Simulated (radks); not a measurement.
Task: The tellurium ion Te18+, 34 electrons, occupied as [Ar] 3d10 4s2 4p4. Method: Dirac Kohn-Sham, PBE, spin-unpolarised, spherical densities, point nucleus; open shells are shared between the two j in proportion to 2j + 1; computed with a radial shooting solver on a logarithmic mesh with Libxc functionals. Some entries of the table are withheld. Estimate them.

| orbital | occ. | eigenvalue (Ry) | <1/r> (bohr^-1) | r(max) (bohr) |
|---|---|---|---|---|
| 1s1/2 | 2 | -2358.635 | 55.58 | 0.01793 |
| 2s1/2 | 2 | -391.4460 | 12.95 | (1) |
| 2p1/2 | 2 | -369.0753 | 12.93 | 0.07792 |
| 2p3/2 | 4 | -348.8718 | 11.97 | 0.08262 |
| 3s1/2 | 2 | (2) | 4.645 | 0.2915 |
| 3p1/2 | 2 | (3) | 4.558 | 0.2777 |
| 3p3/2 | 4 | (4) | 4.322 | 0.2880 |
| 3d3/2 | 4 | (5) | 4.181 | 0.2338 |
| 3d5/2 | 6 | (6) | 4.120 | 0.2367 |
| 4s1/2 | 2 | -41.83457 | 2.054 | 0.6662 |
| 4p1/2 | 1.33333 | -38.38737 | 1.981 | 0.6752 |
| 4p3/2 | 2.66667 | -37.40745 | 1.912 | 0.6937 |

Result: 
(1) 2s1/2 r(max) (bohr): 0.1014
(2) 3s1/2 eigenvalue (Ry): -104.5783
(3) 3p1/2 eigenvalue (Ry): -95.41108
(4) 3p3/2 eigenvalue (Ry): -91.56627
(5) 3d3/2 eigenvalue (Ry): -75.52948
(6) 3d5/2 eigenvalue (Ry): -74.71491
